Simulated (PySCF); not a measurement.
Here is a job for PySCF.
```python
from pyscf import gto, scf, dft, solvent

mol = gto.M(
    atom='''
B    -0.67586286   -0.03076121    0.71151690
H    -1.67176280   -0.30460865    1.27091453
C     0.11832027    1.24822788    1.16417121
H     1.02112907    1.45136080    0.59475358
H     0.40572914    1.15678596    2.21164975
H    -0.51829722    2.13141427    1.11488213
C    -0.19048821   -0.94817395   -0.43979581
C     0.55902814   -0.55688161   -1.46903807
H    -0.52039925   -1.98338218   -0.44354427
H     0.83822202   -1.21777294   -2.27633723
H     0.90353203    0.46097483   -1.56192707
''',
    basis='6-31g*',
    verbose=3,
)

mf = dft.RKS(mol)
mf.xc = 'pbe'
mf.kernel()
```

Problem. What is the computed total energy (PBE/6-31G* (PySCF))?

Solution. -143.1220 Eh

Problem. Give the dipole moment at the level PBE/6-31G*.

Solution. 0.79 D

Problem. What is the computed Mulliken (on the basis functions themselves) charges in atom order (PBE/6-31G*)?

Solution. B1 0.16, H2 -0.02, C3 -0.63, H4 0.16, H5 0.18, H6 0.17, C7 -0.13, C8 -0.34, H9 0.13, H10 0.16, H11 0.16
